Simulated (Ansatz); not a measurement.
## Ansatz (development build ahead of 0.2.0) run

```yaml
crystal:
  periodic: [false, false, false]
  atoms:
    - { symbol: S, position_ang: [0.00645, 0.01251, 0.00814] }
    - { symbol: F, position_ang: [0.10474, 1.55709, 0.02044] }
    - { symbol: F, position_ang: [-0.09154, -1.53224, -0.00373] }
    - { symbol: F, position_ang: [1.412, -0.07166, -0.63474] }
    - { symbol: F, position_ang: [-1.39892, 0.09656, 0.65139] }
    - { symbol: F, position_ang: [-0.63476, 0.06447, -1.39991] }
    - { symbol: F, position_ang: [0.64727, -0.03918, 1.41629] }
basis:
  gaussian: { orbitals: def2-SVP }
total_charge: 1
magnetization:
  spin_polarized: true
  initial_magnetization: 1
hamiltonian:
  xc: pbe0
output:
  forces: true
```

The input is written out in the form of the current development build from the run's settings.

The run gave:

```json
{
  "Converged": "yes",
  "Total energy": "-995.27916 hartree",
  "Spin squared of the determinant": "0.753",
  "Stability test": "minimum"
}
```

Forces (eV/Å):
```
atom      Fx      Fy      Fz
  S1  -0.001  -0.003  -0.005
  F2   0.084   1.351   0.010
  F3  -0.086  -1.344  -0.013
  F4   1.223  -0.075  -0.560
  F5  -1.228   0.075   0.558
  F6  -0.555   0.043  -1.220
  F7   0.563  -0.046   1.229
```
